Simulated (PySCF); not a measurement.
H4OSSiZn. Atoms are numbered in the order given.

```xyz
8

Zn    -0.2653     0.3502     0.1877
S     -1.8003     1.0353     1.5547
H     -0.9028     1.1506     2.5768
O      0.9922    -0.1013    -0.9915
Si     1.7062    -1.5308    -1.4517
H      0.7032    -2.5220    -1.9979
H      2.4189    -2.2085    -0.3026
H      2.7194    -1.2493    -2.5282
```
Charge 0, spin multiplicity 1.

Geometry: PBE-D3(BJ)/def2-SVP. Other conformers were not sampled.

Method: PySCF with PBE/pcSseg-1.

GIAO shieldings, no solvent; atoms alike by connectivity are averaged. δ = σ(ref) − σ: ³³S against H2S (σ = 706.5 ppm); ¹H against TMS (σ = 31.49 ppm); ¹⁷O against H2O (σ = 334.3 ppm); ²⁹Si against TMS (σ = 335.4 ppm), references at their B3LYP-D3(BJ)/def2-TZVP geometries, non-relativistic.

```tsv
atoms	nucleus	count	δ (ppm)
S2	³³S	1	-84.3
H6, H7, H8	¹H	3	?
H3	¹H	1	?
O4	¹⁷O	1	43.3
Si5	²⁹Si	1	-33.0
```

**Question.** What belongs in the gaps? (An estimate is asked for; the answer gives what the named calculation found.)

**Answer.** 
- H3, δ (ppm): 0.11
- H6, H7, H8, δ (ppm): 5.89
